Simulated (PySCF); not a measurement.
C₂H₄N, doublet, at the geometry optimised at the base level; HF/STO-3G, frequencies in PySCF.

PySCF was given this input:
```python
from pyscf import gto, scf
from pyscf.hessian import thermo

mol = gto.M(
    atom='''
C     1.29757951   -0.10132748   -0.18581616
N     0.09594280   -0.41938202   -0.33546839
C    -1.03901923    0.26687381    0.29387000
H     1.79915986    0.67222307    0.37717500
H    -1.69590573    0.62118737   -0.48719030
H    -1.58285122   -0.45303423    0.88806891
H    -0.74336422    1.10201994    0.92190206
''',
    basis='sto-3g',
    spin=1,
    verbose=3,
)

mf = scf.UHF(mol)
mf.kernel()
hess = mf.Hessian().kernel()
freq = thermo.harmonic_analysis(mf.mol, hess)
print('frequencies / cm-1', freq['freq_wavenumber'].round(1))
th = thermo.thermo(mf, freq['freq_au'], 298.15, 101325)
thermo.dump_thermo(mf.mol, th)
```

The log (banner, timings and long lists left out):

```
SCF not converged.
SCF energy = -130.754281060027 after 50 cycles  <S^2> = 0.78911371  2S+1 = 2.0387385
frequencies / cm-1 [   0. +204.4j  339.5  +0.j   729.7  +0.j  1114.5  +0.j  1164.6  +0.j
 1251.7  +0.j  1283.1  +0.j  1701.3  +0.j  1783.   +0.j  1794.8  +0.j
 1802.8  +0.j  3609.9  +0.j  3688.6  +0.j  3793.6  +0.j  3822.1  +0.j ]
temperature 298.1500 [K]
pressure 101325.00 [Pa]
Rotational constants [GHz] 61.05978 10.90684 9.80743
Symmetry number 1
Zero-point energy (ZPE) 0.06351 [Eh]   166753.803 [J/mol]
                           tot       elec      trans        rot        vib
Entropy [J/mol/K]       257.780      5.763    155.379     89.643      6.994
Cv [J/mol/K]             38.798      0.000     12.472     12.472     13.855
Cp [J/mol/K]             47.113      0.000     20.786     12.472     13.855
Internal energy [J/mol]                      3718.434   3718.434 168195.691
Internal energy [Eh]   -130.68739  -130.75428
Enthalpy [J/mol]                             6197.391   3718.434 168195.691
Enthalpy [Eh]          -130.68644
Gibbs free energy [J/mol]                  -40128.852 -23008.768 166110.381
Gibbs free energy [Eh] -130.71572
```

Convergence was not reached.
